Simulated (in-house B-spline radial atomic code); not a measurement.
Inner levels of silver as electrons are removed. A shift is the extra binding of the orbital against the neutral atom ([Kr] 4d10 5s1). The density at the nucleus is averaged over the nuclear charge. Computed with an all-electron radial atomic-structure program (B-spline basis): Dirac-Hartree-Fock, jj configuration that fills j = l - 1/2 first, finite nuclei.

A number in brackets counts the electrons of a j subshell.

```
  ion           configuration  shift of 3s1/2 (eV)  shift of 2p3/2 (eV)  shift of 2s1/2 (eV)  radius of 3s1/2 (bohr)  radius of 2p3/2 (bohr)  radius of 2s1/2 (bohr)  Σ<r²> (bohr²)  change of density at nucleus (bohr⁻³)
   Ag           [Kr] 4d10 5s1                    0                    0                    0                 0.36622                 0.11924                 0.13432         49.157                                      -
  Ag+               [Kr] 4d10               7.9553               7.9741                7.951                 0.36624                 0.11924                 0.13432         34.395                                -13.333
 Ag2+  [Kr] 4d3/2(4) 4d5/2(5)                    ?                    ?                    ?                       ?                       ?                       ?              ?                                      ?
 Ag3+  [Kr] 4d3/2(4) 4d5/2(4)               40.009               40.031               40.143                 0.36619                 0.11923                 0.13432         25.898                                 -3.172
 Ag4+  [Kr] 4d3/2(4) 4d5/2(3)               58.713               58.884               59.079                 0.36613                 0.11923                 0.13432         22.858                                  4.878
 Ag5+  [Kr] 4d3/2(4) 4d5/2(2)               78.943               79.383               79.671                 0.36604                 0.11923                 0.13432         20.272                                 14.791
 Ag6+  [Kr] 4d3/2(4) 4d5/2(1)               100.58               101.42               101.81                 0.36591                 0.11922                 0.13432         18.018                                 26.495
 Ag7+           [Kr] 4d3/2(4)               123.54               124.93               125.43                 0.36576                 0.11921                 0.13431         16.022                                 39.931
 Ag8+           [Kr] 4d3/2(3)                    ?                    ?                    ?                       ?                       ?                       ?              ?                                      ?
 Ag9+           [Kr] 4d3/2(2)                    ?                    ?                    ?                       ?                       ?                       ?              ?                                      ?
Ag10+           [Kr] 4d3/2(1)               200.26               205.07               205.27                 0.36507                 0.11919                 0.13429         11.184                                 91.409
```

Fill in the row of Ag2+.

shift of 3s1/2 (eV): 23.001; shift of 2p3/2 (eV): 22.979; shift of 2s1/2 (eV): 23.018; radius of 3s1/2 (bohr): 0.36623; radius of 2p3/2 (bohr): 0.11924; radius of 2s1/2 (bohr): 0.13432; Σ<r²> (bohr²): 29.603; change of density at nucleus (bohr⁻³): -9.272.

Fill in the row of Ag8+.

shift of 3s1/2 (eV): 147.93; shift of 2p3/2 (eV): 150.26; shift of 2s1/2 (eV): 150.68; radius of 3s1/2 (bohr): 0.36557; radius of 2p3/2 (bohr): 0.11921; radius of 2s1/2 (bohr): 0.13431; Σ<r²> (bohr²): 14.251; change of density at nucleus (bohr⁻³): 55.455.

Fill in the row of Ag9+.

shift of 3s1/2 (eV): 173.52; shift of 2p3/2 (eV): 176.98; shift of 2s1/2 (eV): 177.3; radius of 3s1/2 (bohr): 0.36534; radius of 2p3/2 (bohr): 0.1192; radius of 2s1/2 (bohr): 0.1343; Σ<r²> (bohr²): 12.647; change of density at nucleus (bohr⁻³): 72.626.
